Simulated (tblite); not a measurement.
C₅H₈NO (doublet state).
Z-matrix (Å and degrees, GFN2-xTB geometry), rows numbered from 1:
```
C 
N   1  1.3488
C   2  1.3645  1  123.21
O   3  1.2171  2  124.11  1   179.93
C   2  1.4558  1  118.78  3  -179.15
C   5  1.4982  2  111.46  1    64.75
C   6  1.3191  5  124.13  2  -132.29
H   1  1.0695  2  119.06  3   178.83
H   1  1.0708  2  119.38  3    -0.13
H   3  1.1000  2  112.58  1     0.18
H   5  1.0937  2  109.48  1   -58.07
H   5  1.0966  2  105.92  1  -175.86
H   6  1.0816  5  114.85  2    48.48
H   7  1.0780  6  121.73  5     0.48
H   7  1.0762  6  121.94  5  -178.73
```

Level: GFN2-xTB in tblite, geometry and Hessian alike; calculated harmonic values, unscaled, isolated species. Errors from tens to a few hundred cm⁻¹ against measured bands are possible. One conformer, not necessarily the lowest. Open shells enter through the occupations alone, without spin polarisation, and single modes of such species can be off by tens of per cent.

Harmonic wavenumbers (cm⁻¹): 43.3, 63.8, 203.0, 233.0, 268.5, 386.3, 396.4, 409.9, 441.8, 472.4, 627.0, 653.3, 862.9, 886.7, 901.6, 936.4, 978.5, 998.8, 1022.1, 1118.9, 1177.6, 1263.8, 1286.3, 1304.1, 1340.3, 1373.8, 1410.0, 1422.2, 1446.4, 1700.6, 1716.3, 2838.1, 2937.1, 2957.6, 3069.3, 3100.2, 3132.8, 3156.1, 3210.6.

A = 5033, B = 1724, C = 1380 MHz; mass 98.061 u (most abundant isotopes); point group C1, symmetry number 1; spin multiplicity 2.

Task: Zero-point energy?

Result: ½Σν̃ = 25874 cm⁻¹ = 309.52 kJ/mol.

Task: Entropy at 200 K, 1 bar (ideal gas, RRHO, classical rotation)?

Result: Translation 157.75, rotation 110.86, vibration 57.89, spin (R ln 2) 5.76: S = 332.3 J/(mol K).

Task: And Cp and H(200 K) − H(0)?

Result: Cp = 97.30 J/(mol K), of which vibrations give 64.04 (their classical limit is 39 R = 324.3); H(200 K) − H(0) = 12.86 kJ/mol without the zero-point energy, 6.21 from vibrations.

Task: Which modes carry the vibrational entropy at 200 K?

Result: 43.3 cm⁻¹: 18.05; 63.8 cm⁻¹: 14.86; 203.0 cm⁻¹: 5.87; 233.0 cm⁻¹: 4.93; 268.5 cm⁻¹: 4.02; 386.3 cm⁻¹: 2.06 J/(mol K); the other 33 give 8.10 together.

Task: Blend soft modes into free rotors: weight 1/[1 + (100 cm⁻¹/ν̃)⁴] for the oscillator and the rest for a rotor with moment μB/(μ + B), μ = h/(8π²ν), B = 10⁻⁴⁴ kg m². What vibrational entropy results?

Result: 51.65 J/(mol K) in place of 57.89, which changes −T·S at 200 K by +1.25 kJ/mol.

Hindered rotation and anharmonicity are outside this model. Other conformers, if any are populated, would add a mixing term that is left out. The structure is chiral; the term R ln 2 for an equal mix with its mirror image is left out.

Run on one thread, Arm Neoverse N1, shared host. This covers the Hessian and the dipole derivatives.
